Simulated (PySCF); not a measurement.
Gas-phase reaction: InBr3 + 2 InH3 = 3 InH + 3 HBr

Method: PySCF energies plus ideal-gas RRHO corrections (1 bar). † marks an energy on the PBE0/def2-TZVP geometry and frequencies; other levels use their own. MP2 and CCSD(T) freeze the core. All species are closed-shell singlets. In: scalar-relativistic def2 core potential, no spin-orbit coupling. Br: all electrons, no relativistic terms. InH3, InH: computed as isolated molecules; such fragments, hydroxides, amides, oligomers or adducts are transient or little studied in the gas. MP2 isn't extrapolated to the basis-set limit; its ΔH°(298 K) is 410.0 kJ in def2-SVP and 373.2 kJ in def2-TZVPP. CCSD(T) isn't extrapolated to the basis-set limit; its ΔH°(298 K) is 346.3 kJ in def2-SVP and 358.9 kJ in def2-TZVPP. The harmonic model lacks anharmonicity and excited electronic states, which grow with temperature; levels with a mode under 35 cm⁻¹ are left out. Soft modes under 120 cm⁻¹ make the harmonic entropy rough for InBr3.

```tsv
level	ΔE electronic, kJ	ΔH°(298 K), kJ	ΔS°(298 K), J/K	ΔG°(1400 K), kJ
BLYP/def2-TZVP†	263	254	386	-273
CCSD(T)/def2-SVP†	355	346	386	-180
CCSD(T)/def2-TZVPP†	368	359	386	-168
M06-2X/def2-TZVP†	406	397	386	-129
MP2/def2-SVP†	419	410	386	-117
MP2/def2-TZVPP†	382	373	386	-153
PBE0/def2-QZVP†	380	371	386	-156
PBE0/def2-TZVP	382	373	386	-154
ωB97M-V/def2-TZVP†	400	391	386	-136
```
ΔH° is lowest at BLYP/def2-TZVP† and highest at MP2/def2-SVP†. No reference value is set beside these.
